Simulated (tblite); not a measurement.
Task: Give a GFN2-xTB geometry of `C=CC1=CC=C(/C=C/C#N)C=C1`.

Result: 
```xyz
21
C11H9N angstrom
C      4.0323    0.0942    0.6267
C      3.1020    0.7502   -0.0585
C      1.6704    0.4871   -0.0532
C      1.0824   -0.5288    0.7062
C     -0.2771   -0.7418    0.6801
C     -1.1169    0.0525   -0.1084
C     -2.5504   -0.1264   -0.1742
C     -3.2716   -1.0458    0.4883
C     -4.6648   -1.1332    0.3528
N     -5.8056   -1.2129    0.2490
C     -0.5291    1.0694   -0.8683
C      0.8311    1.2810   -0.8403
H      3.8050   -0.7304    1.2804
H      5.0719    0.3642    0.5558
H      3.4046    1.5711   -0.6978
H      1.6998   -1.1605    1.3258
H     -0.6932   -1.5366    1.2803
H     -3.0748    0.5607   -0.8281
H     -2.8280   -1.7679    1.1596
H     -1.1567    1.6969   -1.4851
H      1.2600    2.0739   -1.4369
```

Orientation and origin are arbitrary. Atoms count from 1 in this order. Of the pairs four or more bonds apart, H13···H16 is among the closest relative to their van der Waals radii: 2.15 Å, 90 % of the sum of Bondi's values. The 12 heavy atoms lie in one plane (0.001 Å rms). The 11 C–C bonds span 1.329 Å (C1=C2, drawn double) to 1.456 Å (C2–C3, drawn single), a spread of 0.127 Å. The 6-membered ring C3–C4–C5–C6–C11–C12 has internal angles of 117.8° to 121.2° (sum 720°, against 720° for a flat polygon); it is planar, 0.00 Å rms from its mean plane, widest ring torsion 0°.

Bonds between heavy atoms (Å): C1=C2 1.329, C2–C3 1.456, C3–C4 1.398, C4–C5 1.376, C5–C6 1.399, C6–C7 1.446, C7=C8 1.343, C8–C9 1.402, C9≡N10 1.148, C6–C11 1.399, C11–C12 1.377, C3–C12 1.398.

The geometry is computed with GFN2-xTB (gas phase).

Point group: Cs (every atom within 0.08 Å of its image). Its GFN2-xTB frequencies are all real (lowest 22 cm⁻¹). One conformer, not necessarily the lowest (C1–C2–C3–C4 0°, C5–C6–C7–C8 0°).
